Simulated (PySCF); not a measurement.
Electron correlation in As (arsenic, neutral)

[Ar] 3d10 4s2 4p3, high-spin 4S determinant. Calculation: PySCF 2.14, in cc-pVDZ-DK (5s4p2d, 27 functions); the spin-free X2C one-electron Hamiltonian (Gaussian nucleus). Frozen: [Ar] 3d10; 5 electrons correlated.

MP2 pair energies summed by pair of shells (mhartree):

```tsv
pair	energy	share (%)
4s-4p	-34.76	64.2
4p-4p	-12.17	22.5
4s-4s	-7.21	13.3
```

Total MP2 correlation energy: -54.15 mhartree.

Same-spin part -14.71 and opposite-spin part -39.44 mhartree; SCS-MP2 scales them by 1/3 and 6/5 to -52.23 mhartree.

| level | correlation energy (mhartree) |
| --- | --- |
| CCSD | -68.63 |
| (T) | -0.69 |
| CCSD(T) | -69.32 |

Diagnostics: T1 = 0.0025, D1 = 0.0071, largest double amplitude 0.056.

Cost of the coupled-cluster step: 0.07 s of wall time on 1 thread of Neoverse-V2 (shared host), for 5 correlated electrons.
